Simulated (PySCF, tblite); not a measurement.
C₃H₁₁NO₃Si₃.
Z-matrix (Å and degrees, GFN2-xTB geometry), rows numbered from 1:
```
C 
C   1  1.5021
O   2  1.1895  1  126.39
O   2  1.3805  1  109.03  3   178.53
C   4  1.3714  2  124.15  1   169.72
O   5  1.1964  4  123.84  2   -10.03
Si  5  1.9028  4  109.13  2   171.77
N   7  1.7165  5  106.06  4   178.50
Si  8  1.7516  7  118.43  5  -174.87
Si  8  1.7766  7  122.59  5     4.12
H   1  1.0857  2  109.60  3    -8.08
H   1  1.0881  2  109.00  3   112.03
H   1  1.0868  2  109.76  3  -129.79
H   7  1.4673  5  106.11  4    57.35
H   7  1.4675  5  106.70  4   -59.97
H   9  1.4618  8  109.04  7  -124.89
H   9  1.4622  8  106.40  7    -5.65
H   9  1.4631  8  109.02  7   113.63
H  10  1.4572  8  109.22  7   -69.54
H  10  1.4563  8  109.09  7    60.43
H  10  1.4701  8  103.18  7   175.48
```

Computed with PBE0/pcSseg-1 in PySCF (dipole) on a GFN2-xTB geometry, gas phase.

Take the most abundant isotopes and a rigid rotor. The values belong to one conformer with, in the numbering `[CH3:1][C:2](=[O:3])[O:4][C:5](=[O:6])[SiH2:7][N:8]([SiH3:9])[SiH3:10]`, C1–C2–O4–C5 170°, C2–O4–C5–O6 -10°, O4–C5–Si7–N8 179°, C5–Si7–N8–Si9 -175°.

**Question.** Give the principal moments of inertia and the rotational constants in GHz.

**Answer.** Ia = 247.37, Ib = 1310.24, Ic = 1530.32 u·Å²; 505379 MHz·u·Å²/I gives 2043, 385.7 and 330.2 MHz, that is A = 2.0430, B = 0.3857, C = 0.3302 GHz.

**Question.** Classify the top.

**Answer.** A near-prolate asymmetric top; Ray's κ = -0.935.

**Question.** Is it planar, by Δ = Ic − Ia − Ib?

**Answer.** Not planar: Δ = Ic − Ia − Ib = -27.29 u·Å². For a rigid frame Δ = −2 Σ m c², so Σ m c² = 13.64 u·Å² lies off the ab plane: 10.78 from hydrogen and 2.87 from heavier atoms. The atom farthest from that plane is 1.37 Å away.

**Question.** List the rotational levels J(Ka,Kc) to J = 2 (MHz).

**Answer.** Above 0(0,0):
J = 1: 1(0,1) 716, 1(1,1) 2373, 1(1,0) 2429
J = 2: 2(0,2) 2147, 2(1,2) 3750, 2(1,1) 3916, 2(2,1) 8888, 2(2,0) 8889

**Question.** Predict some low-J microwave lines.

**Answer.** The dipole components are |μa| = 0.22 D, |μb| = 3.57 D, |μc| = 0.39 D. The squared components, which scale the intensities, stand as 0.00 : 1.00 : 0.01 (a : b : c). Some lines, for components of 0.1 D or more:

| type | branch | J(Ka,Kc) | MHz | lower level (cm⁻¹) |
| --- | --- | --- | --- | --- |
| a | R | 1(0,1) ← 0(0,0) | 716 | 0.000 |
| a | R | 2(1,2) ← 1(1,1) | 1376 | 0.079 |
| a | R | 2(0,2) ← 1(0,1) | 1431 | 0.024 |
| a | R | 2(1,1) ← 1(1,0) | 1487 | 0.081 |
| c | Q | 2(1,2) ← 2(0,2) | 1603 | 0.072 |
| c | Q | 1(1,1) ← 1(0,1) | 1657 | 0.024 |
| b | Q | 1(1,0) ← 1(0,1) | 1713 | 0.024 |
| b | Q | 2(1,1) ← 2(0,2) | 1770 | 0.072 |
| b | R | 1(1,1) ← 0(0,0) | 2373 | 0.000 |
| c | R | 1(1,0) ← 0(0,0) | 2429 | 0.000 |
| b | R | 2(1,2) ← 1(0,1) | 3034 | 0.024 |
| c | R | 2(1,1) ← 1(0,1) | 3200 | 0.024 |
| c | Q | 2(2,1) ← 2(1,1) | 4972 | 0.131 |
| b | Q | 2(2,0) ← 2(1,1) | 4973 | 0.131 |
| b | Q | 2(2,1) ← 2(1,2) | 5138 | 0.125 |
| b | R | 2(2,1) ← 1(1,0) | 6459 | 0.081 |
| c | R | 2(2,0) ← 1(1,0) | 6461 | 0.081 |
| c | R | 2(2,1) ← 1(1,1) | 6515 | 0.079 |
| b | R | 2(2,0) ← 1(1,1) | 6516 | 0.079 |

**Question.** Estimate the classical rotational partition function at 50 K, 100 K and 200 K.

**Answer.** Point group C1, symmetry number σ = 1; q = (√π/σ)·√((kT/h)³/(ABC)), k/h = 20836.6 MHz/K: 117000 at 50 K, 330000 at 100 K, 935000 at 200 K.

Its lowest GFN2-xTB frequency is 14 cm⁻¹, too small to tell a flat minimum from a shallow saddle. No vibrational averaging or centrifugal distortion is included, and the geometry carries the error of its method. A rigid rotor knows nothing of internal rotation, which can split or shift real lines. Quadrupole hyperfine structure (14N) is left out.
